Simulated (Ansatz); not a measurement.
# A geometry optimisation of C5H7Al with PBE-D3(BJ)/def2-SVP

The starting geometry of this gas-phase singlet was optimised with GFN2-xTB; its bonds are those of `C#C[C@H]([AlH2])C=C`.

```xyz
13

C    -2.0538   -1.9140    0.3943
C    -1.3173   -0.9813    0.2175
C    -0.4163    0.1147   -0.0226
C     0.6513    0.2874    1.0015
C     1.3943    1.3865    1.1135
Al    0.8599   -0.5415   -1.4655
H    -2.7118   -2.7114    0.5731
H    -0.9716    1.0448   -0.1865
H     2.2409    0.1289   -1.6400
H     0.4999   -1.7796   -2.3229
H     0.8372   -0.5661    1.6461
H     2.1716    1.4754    1.8526
H     1.2066    2.2544    0.5007
```

Q: Predict what it relaxes into with PBE-D3(BJ)/def2-SVP.

A: New bonds form, giving a structure given below by its coordinates. Distances that change by over a tenth: C3–Al6 (2.04 → 2.52 Å). Contacts that close: C4–Al6 (2.61 → 2.21 Å), C5–Al6 (3.26 → 2.06 Å).

The energy falls by 0.76 eV over 25 steps:

```json
{"step": "1", "E − E(last) (eV)": "0.758"}
{"step": "4", "E − E(last) (eV)": "0.498"}
{"step": "6", "E − E(last) (eV)": "0.435"}
{"step": "9", "E − E(last) (eV)": "0.306"}
{"step": "12", "E − E(last) (eV)": "0.140"}
{"step": "14", "E − E(last) (eV)": "0.060"}
{"step": "17", "E − E(last) (eV)": "0.017"}
{"step": "20", "E − E(last) (eV)": "0.001"}
{"step": "22", "E − E(last) (eV)": "0.000"}
{"step": "25", "E − E(last) (eV)": "0.000"}
```

Final geometry (Å):

```tsv
atom	x (Å)	y (Å)	z (Å)
C	-2.5033	-1.8182	0.3748
C	-1.6397	-0.9491	0.3026
C	-0.6632	0.0769	0.2048
C	0.5224	0.1015	0.9450
C	1.6217	1.0231	0.7215
Al	1.5311	-0.0804	-1.0178
H	-3.2582	-2.5889	0.4378
H	-0.9375	0.9661	-0.3946
H	1.0199	0.7957	-2.2454
H	2.1412	-1.5496	-1.0759
H	0.7217	-0.7858	1.5744
H	2.4736	0.9529	1.4143
H	1.3613	2.0541	0.4203
```

The end wasn't checked by frequencies. Run with Ansatz 0.2.0, 50 s on 2 threads of Intel(R) Xeon(R) Processor @ 2.70GHz, on a shared host.
